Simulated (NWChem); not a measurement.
CuF; SMILES [F][Cu]

All runs: NWChem. Structure relaxed at the PBE-D3(BJ)/def2-SVP level.

**Question.** Predict the results for PBE/def2-SVP. Quantities: highest occupied level (eV); orbital gap (eV); dipole (D).

**Answer.** 
- highest occupied level (eV) = -5.13
- orbital gap (eV) = 1.66
- dipole (D) = 4.37
